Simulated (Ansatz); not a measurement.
Breaking the Si4–H5 bond in BeH4OSi (SMILES [BeH][O][SiH3]) (multiplicity 1 held, fragments rigid). Energies count from the point at 1.481 Å.
Geometry at that point (charge 0, multiplicity 1):
```xyz
7

Be    -1.57329    -0.93057     1.03196
H     -2.56627    -1.51790     1.68328
O     -0.52198    -0.30874     0.34238
Si     0.70039     0.41427    -0.45940
H      0.79021    -0.12988    -1.83414
H      1.97927     0.16603     0.24550
H      0.46032     1.87422    -0.52988
```

Signs of static correlation in cc-pV(T+d)Z, with CASSCF(2,2), from Ansatz (a quantum-chemistry and plane-wave program) runs.

| R (Å) | T1 of restricted CCSD | ⟨S²⟩ of UHF | largest double amplitude of restricted CCSD | weight of the CASSCF reference in MRCISD | CASSCF natural occupations |
|---|---|---|---|---|---|
| 1.185 | 0.012 | 0.000 | 0.027 | 0.898 | 1.99 0.01 |
| 1.333 | 0.012 | 0.000 | 0.027 | 0.898 | 1.99 0.01 |
| 1.481 | 0.012 | 0.000 | 0.027 | 0.898 | 1.98 0.02 |
| 1.629 | 0.012 | 0.000 | 0.030 | 0.897 | 1.97 0.03 |
| 1.777 | 0.012 | 0.000 | 0.045 | 0.897 | 1.96 0.04 |
| 2.000 | 0.013 | 0.000 | 0.064 | 0.897 | 1.94 0.06 |
| 2.222 | 0.016 | 0.086 | 0.074 | 0.898 | 1.90 0.10 |
| 2.592 | ___ | 0.649 | 0.230 | 0.898 | 1.80 0.20 |
| 2.962 | 0.036 | 0.866 | ___ | 0.898 | 1.64 0.36 |
| 3.407 | 0.055 | 0.959 | 0.526 | 0.899 | 1.43 0.57 |
| 3.999 | 0.079 | 0.994 | 0.741 | 0.899 | 1.21 0.79 |
| 4.740 | 0.094 | 1.003 | 0.913 | 0.899 | 1.08 0.92 |

Q: Fill in the missing entries.

A: 
- 2.592, T1 of restricted CCSD: 0.023
- 2.962, largest double amplitude of restricted CCSD: 0.356

Doubts at one or more of the structures used: a restricted determinant that unrestricted orbitals would lower (R-CCSD(T)/cc-pV(T+d)Z); other coupled-cluster roots lie near (R-CCSD(T)/cc-pV(T+d)Z); T1 above 0.05 (R-CCSD(T)/cc-pV(T+d)Z, U-CCSD(T)/cc-pV(T+d)Z); a spin-contaminated determinant (U-CCSD(T)/cc-pV(T+d)Z).
